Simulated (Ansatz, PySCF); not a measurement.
This triplet is an excited state, 1.44 eV above the relaxed singlet at the level frozen-core CCSD(T)/cc-pVDZ // PBE0-D3(BJ)/def2-TZVP (Ansatz, a quantum-chemistry and plane-wave program).

Z-matrix (Å, degrees):
```
Ge
N 1 1.8494
H 2 1.0106 1 117.37
H 2 1.0106 3 109.99 1 137.65
Si 1 2.3991 2 112.12 3 -112.80
H 5 1.4855 1 105.62 2 -179.66
H 5 1.4887 6 109.57 1 -120.39
H 5 1.4888 6 109.54 7 -119.14
```
Charge 0, spin multiplicity 3.

Question: Estimate the dipole moment, total energy and highest occupied spin orbital that PBE0-D3(BJ)/def2-TZVP run with PySCF returns for this input.

Answer: 
```yaml
dipole_moment: 1.37 D
total_energy: -2423.7864 Ha
highest_occupied_spin_orbital: -5.05 eV
```
